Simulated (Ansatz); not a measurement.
Computed with Ansatz on PBE0-D4/def2-TZVP structures; ΔE is electronic, products minus reactants. CCSD(T)/CBS adds triple-zeta CCSD(T) − MP2 to the extrapolated MP2 energy (def2 sets, frozen cores). DFT in def2-TZVPP. B3LYP here is the variant with VWN-RPA as its local correlation; programs differ in this. For Ge outer-core shells are correlated without core-valence functions, which leaves a few kJ/mol of doubt a bond. Scalar relativity is left out up to krypton. One conformer a species, not always the lowest.

`[SiH3][O][GeH2][O][SiH3]` + `C=NCS` → `[SiH3][O][GeH2][SH]` + `C=NCO[SiH3]`  (formal exchange of groups at a Ge–O bond)

`[SiH3][O][GeH2][O][SiH3]`:

Z-matrix (Å, degrees):
```
Si
O 1 1.639
H 1 1.490 2 110.6
H 1 1.484 2 108.1 3 119.8
H 1 1.486 2 110.7 3 -120.4
Ge 2 1.764 1 134.6 3 36.1
O 6 1.764 2 107.8 1 59.7
H 6 1.531 2 110.0 1 -55.6
H 6 1.531 2 106.1 1 177.5
Si 7 1.639 6 134.6 2 59.6
H 10 1.486 7 110.7 6 -84.3
H 10 1.484 7 108.1 6 155.8
H 10 1.490 7 110.6 6 36.1
```

`C=NCS`:

Cartesian coordinates in Å:
```
C -1.204 -0.908 -0.474
N -0.664 -0.171 0.391
C 0.745 0.081 0.264
S 1.083 1.820 -0.111
H -0.653 -1.361 -1.310
H -2.272 -1.113 -0.408
H 1.236 -0.181 1.203
H 1.221 -0.482 -0.552
H 0.508 2.314 0.997
```

`[SiH3][O][GeH2][SH]`:

Z-matrix (Å, degrees):
```
Si
O 1 1.640
H 1 1.487 2 111.2
H 1 1.489 2 111.3 3 121.1
H 1 1.484 2 107.3 3 -119.3
Ge 2 1.771 1 132.8 3 -73.3
S 6 2.215 2 110.2 1 28.5
H 6 1.531 2 105.4 1 149.2
H 6 1.533 2 108.8 1 -87.5
H 7 1.343 6 94.1 2 72.5
```

`C=NCO[SiH3]`:

Z-matrix (Å, degrees):
```
C
N 1 1.424
O 1 1.408 2 114.5
H 1 1.099 2 107.1 3 -122.5
H 1 1.098 2 107.1 3 122.4
C 2 1.259 1 119.8 3 -0.0
Si 3 1.644 1 123.7 2 -178.4
H 6 1.092 2 123.4 1 0.0
H 6 1.089 2 118.3 1 180.0
H 7 1.489 3 110.8 1 -60.9
H 7 1.480 3 106.3 1 179.1
H 7 1.489 3 110.7 1 59.1
```

Task: Is it downhill or uphill in electronic energy at CCSD(T)/CBS, and by how much? (Estimate.)

Result: Ansatz gave: Uphill: ΔE = +21.2 kJ/mol.

Task: What do these levels give: B3LYP-D4, ωB97M-V, B2PLYP, HF/def2-TZVPP, SCS-MP2/def2-TZVPP, SCS-MP2/def2-QZVPP? (An estimate is asked.)

Result: Ansatz gave: B3LYP-D4 14.6, ωB97M-V 14.4, B2PLYP 18.6, HF/def2-TZVPP 21.2, SCS-MP2/def2-TZVPP 26.7, SCS-MP2/def2-QZVPP 27.9 kJ/mol.

Largest T1 diagnostic among the species: 0.012.
